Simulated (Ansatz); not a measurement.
Molecule: bromine monochloride, BrCl (charge 0, singlet). 
Structure (B3LYP-D3(BJ)/def2-TZVP (Ansatz, a quantum-chemistry and plane-wave program) minimum search):
SMILES: ClBr
```xyz
2

Cl     0.0000     0.0000    -1.4574
Br     0.0000     0.0000     0.7079
```
Charge 0, spin multiplicity 1.

Quantity: vertical ionisation energy (to the doublet state of charge +1; each state is the SCF solution reached for its spin; for the doublet T1 is 0.049), in eV. Cores are frozen in the correlated levels unless marked. UHF or UKS for open shells. Spin-orbit coupling is left out. Frozen are the shells of the preceding noble gas and the d and f shells that filled before the atom's block. Non-relativistic. CBS marks a two-point X^-3 extrapolation of the correlation energy; Hartree-Fock from the larger set.

```json
[
 {"level": "r2SCAN/def2-TZVPD", "program": "Ansatz", "vertical ionisation energy (eV)": "10.94"},
 {"level": "BHLYP/def2-TZVPD", "program": "Ansatz", "vertical ionisation energy (eV)": "11.13"},
 {"level": "wB97X-V/def2-TZVPD", "program": "Ansatz", "vertical ionisation energy (eV)": "11.19"}
]
```

Question: Estimate the value at CCSD(T)/CBS(def2-TZVPPD,def2-QZVPPD) as computed with Ansatz.

Answer: 11.24 eV
